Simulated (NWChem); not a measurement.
System: C4H6Br2; SMILES C=C(Br)CCBr

```xyz
12

C      1.3883     0.4709    -0.9089
C      0.2092     0.8409    -0.4146
Br    -0.0239     2.6183     0.2231
C     -1.0394     0.0196    -0.2904
C     -0.9768    -1.3980    -0.8163
Br     0.0895    -2.5993     0.2854
H      1.5451    -0.5551    -1.2507
H      2.2303     1.1624    -0.9625
H     -1.8417     0.5409    -0.8446
H     -1.3666     0.0182     0.7630
H     -0.5541    -1.4471    -1.8286
H     -1.9807    -1.8390    -0.8349
```
Atoms are numbered in this order, from 1.

All runs: NWChem. Structure relaxed at the PBE0/def2-SVP level. No frequency run checked for a minimum. GIAO values for the isolated, static molecule; σ is the absolute isotropic shielding, δ = σ(reference) − σ with the isolated reference molecule computed at the same levels (13C: tetramethylsilane, 1H: tetramethylsilane). Spin-orbit effects, on the heavy nuclei and on their neighbours, are missing.

```tsv
level	δ C2 (ppm)	δ C4 (ppm)	δ C5 (ppm)	σ Br6 (ppm)	δ H8 (ppm)	δ H9 (ppm)	δ H12 (ppm)
PBE/pcSseg-1	151.5	48.4	40.6	2227.6	5.81	2.78	3.55
PBE0/pcSseg-1	151.0	45.9	38.8	2318.3	5.93	2.65	3.50
BHandHLYP/pcSseg-1	152.9	44.9	38.2	2358.1	5.88	2.53	3.44
```
